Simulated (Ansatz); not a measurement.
```xyz
12

N     1.0793   -0.2750   -1.7071
Si   -0.2446    0.0734   -0.6349
Si    0.4464    1.7261    0.8745
In   -1.2884   -1.8801    0.7135
H     0.8806   -0.7829   -2.5559
H     1.9421   -0.6093   -1.3054
H    -1.3258    0.6594   -1.4829
H     1.5956    1.2208    1.6798
H     0.8706    2.9855    0.2041
H    -0.6670    2.0276    1.8168
H    -2.7263   -1.6871    1.6644
H    -0.5623   -3.4583    0.7331
```

The species carries charge 0 and has multiplicity 1. In takes the def2 core potential.

(1) List the r2SCAN/def2-TZVPP orbital energies in eV (the Gaussian-basis code of Ansatz). (An estimate is asked.)

Results:

(1) The calculation gave: Occupied: -1791.15, -1790.77, -384.98, -141.55, -141.28, -125.32, -96.41, -96.41, -96.40, -96.13, -96.13, -96.13, -82.06, -81.70, -81.69, -22.31, -19.31, -19.12, -19.10, -19.05, -18.95, -14.31, -12.84, -12.50, -10.70, -9.65, -8.87, -8.75, -7.69, -7.52, -7.02, -5.52. Lowest empty: -2.56, -0.90, -0.44, 0.27, 0.79, 0.87, 0.98, 1.54.
